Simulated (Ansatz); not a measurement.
Molecule: AgCl, charge 0, multiplicity 1. SMILES: [Ag][Cl]
Geometry: optimised at B3LYP-D3(BJ)/def2-TZVP (Ansatz, a quantum-chemistry and plane-wave program).

Wanted: atomisation energy (electronic, to ground-state atoms), in kJ/mol. Correlated levels leave the core frozen unless marked. Open shells are spin-unrestricted. Spin-orbit coupling is left out. The frozen core is the preceding noble-gas configuration, with the filled d and f shells of earlier blocks. Past Kr the def2 sets carry scalar-relativistic core potentials. The coupled-cluster limit lacks core correlation, which all-electron functionals hold. Basis-set limits of correlation are two-point, X^-3; Hartree-Fock from the larger set.

| level | program | atomisation energy (kJ/mol) |
|---|---|---|
| HF/def2-QZVPPD | Ansatz | 212.8 |
| BLYP-D3(BJ)/def2-TZVPD | Ansatz + dftd3 | 289.1 |
| r2SCAN-D3(BJ)/def2-TZVPD | Ansatz + dftd3 | 308.3 |
| CAM-B3LYP-D4/def2-TZVPD | Ansatz + dftd4 | 293.6 |
| LC-wPBE-D4/def2-TZVPD | Ansatz + dftd4 | 310.1 |
| B2GP-PLYP-D3(BJ)/def2-TZVPD | Ansatz + dftd3 | 304.4 |
| B2GP-PLYP/def2-TZVPD | Ansatz | 298.9 |

**Question.** Predict the CCSD(T)/CBS(def2-TZVPPD,def2-QZVPPD) result (Ansatz).

**Answer.** 309.3 kJ/mol
